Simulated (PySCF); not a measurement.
C₂H₇AlO₂Si, SMILES [OH][Al]([OH])/[CH]=C/[SiH3].

The structure is a stationary point at r2SCAN-D4/def2-SVP. The structure was generated by enumeration; whether it is a known compound was not checked. One conformer was computed; it need not be the lowest.

Two levels are set side by side: PBE/def2-TZVP (PySCF) and PBE0/def2-TZVP (PySCF). Same geometry, gas phase. Differences are taken from unrounded values.

| quantity | PBE0 | PBE | PBE minus PBE0 |
|---|---|---|---|
| orbital gap (eV) | 6.76 | 4.61 | -2.14 |
| highest occupied level (eV) | -7.88 | -6.66 | 1.22 |
| lowest empty level (eV) | -1.13 | -2.05 | -0.92 |
| dipole moment (D) | 2.64 | 2.58 | -0.06 |
| mean polarisability (bohr³) | 82.5 | 87.1 | 4.6 |

PBE's occupied levels lie high since its potential decays too fast outside the molecule; exact exchange lowers them and widens the gap. PBE's more diffuse valence density responds more strongly to a field. Differences between two approximate levels are no errors against the true value.

Rough cost on one machine, each run with all the roots and properties that it gave: PBE0 against PBE within a factor of 2.
